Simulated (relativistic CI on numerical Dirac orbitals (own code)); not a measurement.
# Pt²⁺: 4d photoemission

Computed with this model: Dirac-Coulomb-Breit CI, separate exchange-only KLI orbitals for each configuration, model QED, valence Slater integrals scaled by 0.8, multiplet model of photoemission in the sudden approximation; configurations [Xe] 4f14 5d8 → [Kr] 4d9 4f14 5s2 5p6 5d8; 80 K; Lorentzian 3.5 eV and Gaussian 0.6 eV FWHM. Energies are those of the free ion, without screening or charge transfer. The energies are binding energies and can lie tens of eV above those of solids. S is read from ⟨S²⟩ = S(S + 1).

Field parameters in Wybourne normalisation: D4h B²₀ = −7Ds, B⁴₀ = 21(Dq − Dt), B⁴₄ = 21√(5/14) Dq. The field is a parameter set, without covalency.

free ion: ground-state S = 0.97, centroid 354.87 eV. Peaks (eV, height): 347.8 (100), 365.0 (75).

D4h, 10Dq = 34200, Ds = -1500, Dt = 290 cm⁻¹: ground-state S = 0.99, centroid 354.99 eV. Peaks (eV, height): 348.0 (100), 365.2 (70).

Strongest unbroadened transitions for D4h, 10Dq = 34200, Ds = -1500, Dt = 290 cm⁻¹:

```tsv
Energy (eV)	Relative strength
347.67	50.4
347.70	100.0
347.73	48.9
348.11	51.6
348.12	39.7
348.14	21.7
348.15	29.4
348.17	34.8
348.31	37.7
349.97	24.9
364.98	50.1
365.03	98.3
365.09	26.8
365.10	23.4
365.34	22.4
365.35	21.6
365.40	45.8
366.23	5.8
```
